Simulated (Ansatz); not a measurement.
Steps of a relaxation of `[Cl][GeH]([Cl])[GeH3]` with RKS PBE-D4/def2-SVP.

```sh
$ ansatz run in.yaml --threads 4 --pin off --events-out ev --progress --plain --max-ram 10444MiB
```

```yaml
crystal:
  periodic: [false, false, false]
  atoms:
    - {symbol: Cl, position_ang: [1.239900, -2.370500, -0.818000]}
    - {symbol: Ge, position_ang: [0.999600, -0.475400, 0.273100]}
    - {symbol: Cl, position_ang: [0.932500, -0.894800, 2.383000]}
    - {symbol: Ge, position_ang: [-0.955400, 0.634000, -0.357500]}
    - {symbol: H, position_ang: [2.209700, 0.441000, -0.067000]}
    - {symbol: H, position_ang: [-1.165300, 1.964700, 0.436400]}
    - {symbol: H, position_ang: [-0.976300, 0.927200, -1.870000]}
    - {symbol: H, position_ang: [-2.192600, -0.283100, -0.035800]}
basis:
  gaussian: {orbitals: def2-SVP}
hamiltonian: {xc: pbe, dispersion: d4}
relax: {f_tol: 0.03, max_steps: 200}
```

Positions (Å) and forces (eV/Å) along the path, 5 of 5 steps:

```xyz
8
step=1 energy=-138099.7295 eV
Cl    1.240   -2.370   -0.818   -0.047    0.284    0.176
Ge    1.000   -0.475    0.273    0.898   -0.234   -0.407
Cl    0.932   -0.895    2.383    0.060   -0.094    0.358
Ge   -0.955    0.634   -0.357   -1.711    0.221    0.020
H     2.210    0.441   -0.067    0.225   -0.236    0.162
H    -1.165    1.965    0.436    0.191   -0.177   -0.094
H    -0.976    0.927   -1.870    0.107    0.044   -0.138
H    -2.193   -0.283   -0.036    0.276    0.191   -0.077
8
step=2 energy=-138099.8484 eV
Cl    1.237   -2.314   -0.813   -0.028   -0.043   -0.038
Ge    1.028   -0.421    0.255    0.315   -0.031   -0.141
Cl    0.978   -0.879    2.378   -0.026   -0.021    0.194
Ge   -1.076    0.617   -0.373   -0.019    0.253    0.011
H     2.370    0.349    0.002   -0.248   -0.045    0.028
H    -1.152    1.948    0.433   -0.065   -0.098   -0.074
H    -1.002    0.932   -1.889   -0.052   -0.013    0.018
H    -2.291   -0.289   -0.051    0.124   -0.001    0.003
8
step=3 energy=-138099.8607 eV
Cl    1.235   -2.330   -0.818   -0.025    0.016    0.011
Ge    1.032   -0.440    0.259    0.078    0.023   -0.064
Cl    0.980   -0.886    2.393   -0.017   -0.009    0.031
Ge   -1.061    0.634   -0.376   -0.004    0.064    0.011
H     2.344    0.357    0.001   -0.039   -0.035    0.018
H    -1.171    1.959    0.423   -0.016   -0.031   -0.017
H    -1.014    0.942   -1.894   -0.012   -0.014    0.006
H    -2.253   -0.293   -0.045    0.034   -0.015    0.003
8
step=4 energy=-138099.8634 eV
Cl    1.209   -2.322   -0.824    0.000    0.001    0.000
Ge    1.044   -0.430    0.255   -0.049    0.006   -0.003
Cl    0.961   -0.882    2.390    0.002   -0.001   -0.003
Ge   -1.054    0.640   -0.376    0.013    0.008    0.001
H     2.364    0.346    0.009    0.033   -0.005    0.004
H    -1.186    1.963    0.419   -0.012    0.002    0.007
H    -1.023    0.942   -1.895   -0.009   -0.008   -0.007
H    -2.222   -0.314   -0.035    0.022   -0.004    0.001
8
step=5 energy=-138099.8645 eV
Cl    1.191   -2.312   -0.829   -0.006    0.003    0.000
Ge    1.046   -0.420    0.253    0.024   -0.015    0.009
Cl    0.950   -0.877    2.387   -0.006    0.001   -0.002
Ge   -1.049    0.649   -0.378   -0.008    0.005   -0.003
H     2.387    0.326    0.020    0.000    0.007   -0.003
H    -1.206    1.968    0.417    0.000    0.007    0.004
H    -1.036    0.940   -1.898    0.002    0.001   -0.008
H    -2.191   -0.330   -0.027   -0.007   -0.009    0.003
```

It took 4.9 s on 4 threads of an Intel Xeon Platinum 8488C on a shared host, with 0.21 GiB of host memory at the peak.
